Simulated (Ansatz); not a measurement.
Cost and result up the ladder for fac-Co(OH)3(H2O)3 (CoO6H9) (16 atoms). Total charge 0; singlet. Geometry: PBE0-D4/def2-SVP.

```
atom    x (Å)    y (Å)    z (Å)
 Co1  -0.0881  -0.0121   0.0296
  O2   1.7055   0.3533  -0.2915
  O3  -1.9815  -0.4281   0.4524
  O4  -0.8430   0.6074  -1.5188
  O5   0.8052  -0.7940   1.6494
  O6  -0.5220   1.5253   0.9172
  O7   0.3983  -1.5589  -1.1727
  H8   1.8359   1.2900  -0.4729
  H9  -2.1939  -0.0790  -0.4459
 H10  -1.9406   0.4138   0.9760
 H11  -0.8230   1.5713  -1.4812
 H12   1.6248  -0.4196   1.2190
 H13   0.8712  -1.7550   1.5798
 H14  -0.0096   1.5478   1.7348
 H15   1.2681  -1.1005  -1.2657
 H16  -0.1073  -1.1617  -1.9095
```

Ansatz on 4 threads of Arm Neoverse V2 on a shared host. Times are rough, and most runs start from the orbitals of an earlier one. No level here is sound enough to serve as a yardstick. Binding counts from free atoms at the same level (Co quartet, O triplet, H doublet; other spins of the atoms weren't run), without zero-point energy or a counterpoise term.

HSE06 is defined as in plane-wave codes, on full-range PBE exchange. No other spin state of charge 0 was run.

Run but left out: MP2/def2-TZVP (restricted singlet, unstable towards broken spin symmetry).

```tsv
level	functions	binding energy per atom (eV)	remarks
BLYP-D4/def2-TZVP	285	3.52	restricted SCF unstable in HF
PBE0-D4/def2-SVP	160	3.43	restricted SCF unstable in HF
PBE-D4/def2-TZVP (with forces)	285	3.58	restricted SCF unstable in HF
r2SCAN-D4/def2-TZVP	285	3.50	restricted SCF unstable in HF
PBE0-D4/def2-TZVP	285	3.38	restricted SCF unstable in HF
HSE06-D4/def2-TZVP	285	3.39	restricted SCF unstable in HF
PBE-D4/def2-SVP	160	3.65	restricted SCF unstable in HF
CAM-B3LYP-D4/def2-TZVP	285	3.46	restricted SCF unstable in HF
```

Question: Estimate how long each takes.

Answer: PBE-D4/def2-SVP 1.9 s; PBE0-D4/def2-SVP 2.9 s; BLYP-D4/def2-TZVP 3.7 s; PBE-D4/def2-TZVP (with forces) 4.2 s; r2SCAN-D4/def2-TZVP 6.5 s; HSE06-D4/def2-TZVP 7 s; PBE0-D4/def2-TZVP 7.5 s; CAM-B3LYP-D4/def2-TZVP 8 s. On shared hardware such times vary by a factor of up to 3.
